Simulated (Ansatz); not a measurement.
Reaction (formal exchange of groups at a Te–C bond): `SC[TeH]` + `[SiH3][SeH]` → `[SeH][SiH2][TeH]` + CH₃SH

Computed with Ansatz on PBE0-D4/def2-TZVP structures; ΔE is electronic, products minus reactants. CCSD(T)/CBS is the MP2 limit (def2-TZVPP, def2-QZVPP) plus CCSD(T) − MP2 in def2-TZVPP, frozen cores. This one scheme is used for every species. Elements past krypton have def2 core potentials. For Se, Te outer-core shells are correlated without core-valence functions, which leaves a few kJ/mol of doubt a bond. Scalar relativity is left out up to krypton. One conformer a species, not always the lowest.

`SC[TeH]`:

Cartesian coordinates in Å:
```
S 0.366 -0.774 -1.662
C 0.228 0.345 -0.267
Te -1.427 -0.201 1.004
H 0.631 -1.884 -0.953
H 1.140 0.369 0.324
H 0.037 1.330 -0.686
H -0.974 0.814 2.240
```

`[SiH3][SeH]`:

```xyz
6

Si    0.127    0.032    0.561
Se    0.539    0.040   -1.681
H    -0.784    1.137    0.950
H     1.454    0.223    1.192
H    -0.462   -1.259    0.998
H    -0.874   -0.173   -2.021
```

`[SeH][SiH2][TeH]`:

Cartesian coordinates in Å:
```
Se 0.831 0.640 1.630
Si 0.053 0.278 -0.481
Te 0.168 -2.159 -0.947
H 0.304 2.013 1.678
H -1.327 0.808 -0.600
H 0.913 0.899 -1.520
H -0.943 -2.479 0.240
```

CH₃SH:

```xyz
6

C    -0.159    0.200    0.420
S    -0.257   -0.893   -1.015
H     0.697   -0.041    1.049
H    -1.070    0.031    0.993
H    -0.125    1.248    0.122
H     0.914   -0.545   -1.569
```

| species | CCSD(T)/CBS(def2) energy (Eh) |
| --- | --- |
| `SC[TeH]` | -705.94284 |
| `[SiH3][SeH]` | -2692.20088 |
| `[SeH][SiH2][TeH]` | -2959.95331 |
| CH₃SH | -438.22835 |

(1) Work out ΔE.

Largest T1 diagnostic among the species: 0.011.

Results:

(1) ΔE = (-2959.95331) + (-438.22835) − (-705.94284) − (-2692.20088) = -0.03794 Eh = -23.8 kcal/mol.

In def2-TZVPP, CCSD(T) changes the Hartree–Fock value by +1.7 kcal/mol (the triples alone add +0.3 kcal/mol) and MP2 by +1.0 kcal/mol. From r2SCAN to r2SCAN0 (25 % exact exchange), in def2-TZVPP and without D4, ΔE moves by −0.9 kcal/mol. Leaving LDA and LC-ωPBE aside and taking each functional with its dispersion term where it has one, the values, not all of them listed here, spread over 3.4 kcal/mol, from r2SCAN0-D4 to BLYP-D4.
